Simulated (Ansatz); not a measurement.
`FB(S)Cl` + CH₃SH → `CSB(F)Cl` + H₂S at 298.15 K and 1 bar (ligand exchange at a B–S bond).

Isolated molecules relaxed with PBE0-D4/def2-TZVP in Ansatz; ΔE leaves out vibrations. CBS: MP2 limit from def2 TZ/QZ plus the TZ coupled-cluster correction, frozen cores. This one scheme is used for every species. Each species was taken in one conformer, which may not be the lowest.

```json
{"species": "`FB(S)Cl`", "CCSD(T)/CBS energy (Eh)": "-982.86970", "H − E (kJ/mol)": "61.7", "S (J/(mol·K))": "299.6"}
{"species": "CH₃SH", "CCSD(T)/CBS energy (Eh)": "-438.22835", "H − E (kJ/mol)": "133.0", "S (J/(mol·K))": "253.2"}
{"species": "`CSB(F)Cl`", "CCSD(T)/CBS energy (Eh)": "-1022.12842", "H − E (kJ/mol)": "143.7", "S (J/(mol·K))": "342.3"}
{"species": "H₂S", "CCSD(T)/CBS energy (Eh)": "-398.97279", "H − E (kJ/mol)": "49.9", "S (J/(mol·K))": "205.7"}
```

H − E and S are ideal-gas, rigid-rotor, harmonic terms from PBE0-D4/def2-TZVP, for one conformer and one mirror image of each species. 1 Eh = 2625.50 kJ/mol, R = 8.31446 J/(mol·K).

Problem. By hand: ΔE, ΔH, ΔS and ΔG.

Solution. ΔE = (-1022.12842) + (-398.97279) − (-982.86970) − (-438.22835) = -0.00316 Eh = -8.3 kJ/mol. Δ(H − E) = 143.7 + 49.9 − 61.7 − 133.0 = -1.1, so ΔH = -9.4 kJ/mol. ΔS = 342.3 + 205.7 − 299.6 − 253.2 = -4.8 J/(mol·K). ΔG = -9.4 − 298.15 × (-4.8)/1000 = -8.0 kJ/mol.

Problem. By hand: the equilibrium constant, and the temperature at which ΔG would vanish if ΔH and ΔS stayed fixed.

Solution. log₁₀ K = −ΔG/(RT ln 10) = 1.4. ΔG = 0 at ΔH/ΔS = 1958 K, though so small a ΔH makes that figure unsure.

The number of gas molecules stays the same, so ΔS is small and ΔH decides. A doubt of 5 kJ/mol in ΔE shifts log₁₀ K by 0.9 here. Other conformers and mirror images would add mixing entropy, several J/(mol·K) or more a flexible species. These are equilibria of isolated gas molecules and say nothing of rates. Largest T1 diagnostic: 0.012 (customary marks: 0.02 for closed shells, 0.045 for open ones).
